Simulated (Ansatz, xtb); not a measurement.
Species: ZrF (charge 0, quartet). The spin state was set by rule; other spins were not relaxed. SMILES: [F][Zr]
Coordinates optimised at B3LYP-D3(BJ)/def2-TZVP (Ansatz, a first-principles code):
```xyz
2

Zr     0.0000     0.0000    -0.3501
F      0.0000     0.0000     1.5561
```
Charge 0, spin multiplicity 4.

Harmonic wavenumbers from GFN2-xTB (xtb, at its own minimum), cm⁻¹: 484.

### Question
Give the harmonic wavenumbers at B3LYP-D3(BJ)/def2-TZVP (Ansatz, finite differences of forces, unscaled).

### Answer
617 cm⁻¹. Zero-point energy 0.9 kcal/mol.

### Question
From these and the geometry, give the ideal-gas thermochemistry at 298.15 K and 1 atm (rigid rotor, harmonic oscillator).

### Answer
Point group C∞v, rotational symmetry number 1. Rotational constants 8.845, 8.845 GHz. S(trans) 40.01, S(rot) 15.01, S(vib) 0.42, S(elec, spin only) 2.75, S 58.2 cal/(mol K). H(298) - H(0) 2.17 kcal/mol; G - E(el) -14.3 kcal/mol.
